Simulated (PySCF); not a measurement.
2-pyridin-2-yl-1,3-thiazole (C8H6N2S), SMILES c1cnc(-c2nccs2)cc1. Atoms are numbered in the order given.

```xyz
17

C     -3.3938     0.3798     0.3380
C     -2.8609    -0.5666    -0.5327
C     -1.4797    -0.6815    -0.6320
C     -0.6727     0.1605     0.1483
C      0.7980     0.0826     0.0832
N      1.6143     0.8158     0.7822
C      2.9104     0.5194     0.5091
C      3.1144    -0.4655    -0.4225
S      1.6047    -1.0476    -0.9832
N     -1.1861     1.0670     0.9824
C     -2.5045     1.1686     1.0703
H     -4.4722     0.5075     0.4508
H     -3.5121    -1.2099    -1.1290
H     -1.0332    -1.4163    -1.3063
H      3.7093     1.0571     1.0233
H      4.0549    -0.8661    -0.7967
H     -2.8860     1.9250     1.7665
```
Charge 0, spin multiplicity 1.

Geometry optimised at PBE0-D3(BJ)/def2-SVP. One conformer was computed; it need not be the lowest.

Computed with PBE/def2-SVP (PySCF).

Isolated molecule, no solvent.

### Question
Estimate the frontier levels, gap, dipole moment and polarisability. (An estimate is asked for; the answer gives what the named calculation found.)

### Answer

```json
{
 "highest_occupied_level": "-5.66 eV",
 "lowest_empty_level": "-2.44 eV",
 "orbital_gap": "3.23 eV",
 "dipole_moment": "2.63 D",
 "quadrupole, principal values (traceless, Buckingham form, about the centre of nuclear charge)": "-11.27, -7.80, 19.07 D·Å",
 "mean_static_polarisability": "116.2 bohr³ (17.22 Å³)",
 "polarisability_principal_values": "48.2, 112.1, 188.3 bohr³"
}
```
